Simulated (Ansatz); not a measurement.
input.yaml

```yaml
crystal:
  periodic: [false, false, false]
  atoms:
    - { symbol: Ge, position_ang: [0.0, 0.0, 0.0] }
    - { symbol: F, position_ang: [0.0, 0.0, 2.03] }
    - { symbol: Cl, position_ang: [2.0935, 0.0, -0.7393] }
    - { symbol: F, position_ang: [-0.7913, 1.3709, -0.5594] }
    - { symbol: F, position_ang: [-0.7913, -1.3709, -0.5594] }
    - { symbol: O, position_ang: [1.0856, 1.6372, 0.6527] }
    - { symbol: Al, position_ang: [2.5401, 1.5558, 1.6756] }
    - { symbol: H, position_ang: [3.2578, 0.1896, 1.9037] }
    - { symbol: H, position_ang: [3.0971, 2.8506, 2.3439] }
    - { symbol: H, position_ang: [0.6576, 0.9917, 1.7453] }
basis:
  gaussian: { orbitals: def2-SVP }
hamiltonian:
  xc: pbe
relax:
  f_tol: 0.15
  max_steps: 25
  restrain:
    - { distance: [0, 5], at: 2.97, k: 30.0 }
    - { distance: [9, 1], at: 2.12, k: 30.0 }
    - { distance: [0, 1], at: 1.68, k: 30.0 }
    - { distance: [9, 5], at: 1.01, k: 30.0 }
output:
  orbitals: {}
```

Run as:

```bash
$ ansatz run input.yaml --threads 4 --pin off --max-ram 5120MiB --backend cpu --events-out ev --progress --plain --runs-dir out
```

Hardware: 4 threads of Arm Neoverse V2 (shared host).

Q: Roughly how long does this run take, and how much memory?

A: 35 s, with a peak of 0.22 GiB, for 18 ionic steps.
